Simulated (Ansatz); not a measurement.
Consider the cleavage of the Si–Si bond: `C[SiH2][SiH2][SiH3]` + `[OH][GeH3]` → `[SiH3][SiH2][O][GeH3]` + `C[SiH3]`.

Computed with Ansatz on PBE0-D4/def2-TZVP structures; ΔE is electronic, products minus reactants. CBS: MP2 limit from def2 TZ/QZ plus the TZ coupled-cluster correction, frozen cores. This one scheme is used for every species. DFT in def2-TZVPP. B3LYP here is the variant with VWN-RPA as its local correlation; programs differ in this. HSE06 is defined as in plane-wave codes. For Ge outer-core shells are correlated without core-valence functions, which leaves a few kJ/mol of doubt a bond. Scalar relativity is left out up to krypton. Each species was taken in one conformer, which may not be the lowest.

```csv
level,ΔE (kcal/mol)
LDA (SPW92),-16.0
HSE06-D4,-16.8
BHLYP-D4,-24.0
ωB97X-V,-20.9
B3LYP,-21.4
CCSD(T)/def2-SVP,-20.3
MP2/def2-QZVPP,-22.5
HF/CBS(def2),-28.2
```

What does CCSD(T)/CBS give? (Best estimate.)

Computed: -21.1 kcal/mol. The listed levels differ from it by 5.1, 4.3, -2.9, 0.2, -0.3, 0.8, -1.4, -7.1 kcal/mol.

Largest T1 diagnostic among the species: 0.013.

From BLYP to BHLYP (50 % exact exchange), in def2-TZVPP and without D4, ΔE moves by −3.8 kcal/mol. At CCSD(T), def2-SVP lies +0.7 kcal/mol from the extrapolated value and def2-TZVPP −0.2 kcal/mol.

CCSD(T)/CBS has its own doubt, a few kJ/mol and more with outer-core shells, so smaller differences from it don't rank the levels.
